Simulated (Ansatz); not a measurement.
C2H6Cl2Si, charge +1, doublet, at a GFN2-xTB geometry (a state made from the parent by changing its charge; the spin is typed, not shown lowest); PBE/6-31G (Ansatz, a quantum-chemistry and plane-wave program).

Input for Ansatz:
Ansatz 0.2 input:
```yaml
crystal:
  periodic: [false, false, false]
  atoms:
    - {symbol: C, position_ang: [1.28326055, -1.61852252, -0.18269265]}
    - {symbol: Si, position_ang: [-0.01244605, -0.16470319, 0.02878020]}
    - {symbol: C, position_ang: [-1.50051811, -1.25652796, 0.68507829]}
    - {symbol: Cl, position_ang: [0.59275738, 1.10582814, 1.44024366]}
    - {symbol: Cl, position_ang: [-0.46164787, 0.62919309, -1.74342086]}
    - {symbol: H, position_ang: [0.91558411, -2.34745596, -0.89758167]}
    - {symbol: H, position_ang: [2.20061141, -1.16991748, -0.55367409]}
    - {symbol: H, position_ang: [1.46895957, -2.09730723, 0.77327666]}
    - {symbol: H, position_ang: [-2.33287650, -0.58039578, 0.85952341]}
    - {symbol: H, position_ang: [-1.77836292, -1.99714285, -0.05781342]}
    - {symbol: H, position_ang: [-1.22498746, -1.74699412, 1.61304491]}
basis:
  gaussian:
    orbitals: 6-31G
hamiltonian:
  xc: pbe
total_charge: 1
magnetization: {spin_polarized: true, initial_magnetization: 1}
scf: {lower_state_search: off}
```

The log (banner, timings and long lists left out):

```
Functional definition: PBE
these checks for a lower state are left out or cut short: stability, starts, cluster_reference, orbital_swaps, neighbouring_geometries, increment
866 factors; integrals over basis functions are off by at most 2.0e-4 eV
mean field evaluation 1: about -35048.2561 eV, gradient 5.7e1 eV
mean field evaluation 2: about -35010.0685 eV, gradient 8.9e1 eV
mean field evaluation 4: about -35065.2997 eV, gradient 1.3e1 eV
mean field evaluation 8: about -35066.4490 eV, gradient 9.4e-2 eV
mean field evaluation 16: about -35066.4491 eV, gradient 7.1e-5 eV
mean field -35066.44911700 eV, -1288.6682361569 hartree, gradient 7.3e-6 eV, S^2 0.751687; 0 other end points of the search recorded, 0 dependent functions left out
reference -35066.44914812 eV, -1288.6682373004 hartree; 33, 32 occupied and 36, 37 virtual orbitals, 866 factors
Total energy: -35066.44914812 eV, -1288.6682373004 hartree
Checks for a lower state left out: stability, starts, cluster_reference, orbital_swaps, neighbouring_geometries, increment
```
